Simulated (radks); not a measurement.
Task: The scandium ion Sc+, 20 electrons, occupied as [Ar] 3d0.75 4s1 4d0.25 (fractional occupations, a model configuration). All-electron calculation, non-relativistic Kohn-Sham, LDA (Slater exchange, Perdew-Wang correlation), spin-polarised, spherical densities, point nucleus; open shells are filled with parallel spins first. Program: a radial shooting solver on a logarithmic mesh with Libxc functionals. Some entries of the table are withheld. Estimate them.

orbital,occ.,eigenvalue (hartree),<1/r> (bohr^-1)
1s up,1,-160.5261,20.49
1s down,1,-160.5246,20.49
2s up,1,-17.55519,4.236
2s down,1,-17.54586,4.238
2p up,3,-14.58752,4.177
2p down,3,-14.57998,4.178
3s up,1,-2.33663,1.299
3s down,1,-2.30928,1.300
3p up,3,-1.57907,(1)
3p down,3,-1.55087,(2)
3d up,0.75,-0.45857,0.8300
3d down,0,-0.42406,0.8419
4s up,1,-0.41261,(3)
4s down,0,-0.36460,(4)
4d up,0.25,-0.12083,0.2141
4d down,0,-0.10298,0.1835

Result: 
(1) 3p up <1/r> (bohr^-1): 1.178
(2) 3p down <1/r> (bohr^-1): 1.180
(3) 4s up <1/r> (bohr^-1): 0.4036
(4) 4s down <1/r> (bohr^-1): 0.3968
